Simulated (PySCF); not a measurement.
## Correlation energy of Ar⁺ (argon, charge +1)

[Ne] 3s2 3p5, 2P determinant. Calculation: PySCF 2.14, in cc-pV(D+d)Z (4s3p2d, 23 functions); no relativity, point nucleus. Frozen: [Ne]; 7 electrons correlated.

MP2 pair energies summed by pair of shells (mhartree):

```tsv
pair	energy	share (%)
3p-3p	-79.80	68.4
3s-3p	-30.06	25.7
3s-3s	-6.88	5.9
```

Total MP2 correlation energy: -116.74 mhartree.

Same-spin part -29.56 and opposite-spin part -87.18 mhartree; SCS-MP2 scales them by 1/3 and 6/5 to -114.47 mhartree.

```json
{"level": "CCSD", "correlation energy (mhartree)": "-136.02"}
{"level": "(T)", "correlation energy (mhartree)": "-1.43"}
{"level": "CCSD(T)", "correlation energy (mhartree)": "-137.45"}
```

Diagnostics: T1 = 0.0050, D1 = 0.0183, largest double amplitude 0.053.

Q: Is a single reference adequate?

A: Yes: T1 lies below 0.03 and no double amplitude reaches 0.07.
